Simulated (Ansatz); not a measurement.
Compare A (`OB1CC1Cl`) with its isomer B (`ClC1CBO1`).

Program: Ansatz. Geometries: PBE0-D4/def2-TZVP. ΔE: electronic, gas phase. CBS: MP2 limit from def2 TZ/QZ plus the TZ coupled-cluster correction, frozen cores. DFT in def2-TZVPP. B3LYP here is the variant with VWN-RPA as its local correlation; programs differ in this. One conformer a species, not always the lowest.

Problem. Which isomer does CCSD(T)/CBS put lower? Give the gap. (An estimate is asked.)

Solution. The calculation gave: B, by 7.2 kcal/mol.

Problem. Give E(B) − E(A) in kcal/mol with LDA (SPW92), CCSD(T)/def2-TZVPP, B2PLYP, HF/def2-TZVPP, B3LYP, CCSD/def2-TZVPP, B3LYP-D4. (An estimate is asked.)

Solution. The calculation gave: LDA (SPW92) -5.7, CCSD(T)/def2-TZVPP -8.0, B2PLYP -6.2, HF/def2-TZVPP -7.3, B3LYP -5.1, CCSD/def2-TZVPP -7.5, B3LYP-D4 -5.5. None reverses the order clearly.

Problem. Does the order hold for the free energy at 298.15 K (harmonic terms from PBE0-D4)? (Estimate.)

Solution. Computed: Yes: G(B) − G(A) = -6.5 kcal/mol, for one conformer each.

Largest T1 diagnostic: 0.013.

From BLYP to BHLYP (50 % exact exchange), in def2-TZVPP and without D4, E(B) − E(A) moves by −1.0 kcal/mol. At CCSD(T), def2-SVP lies −1.5 kcal/mol from the extrapolated value and def2-TZVPP −0.8 kcal/mol.
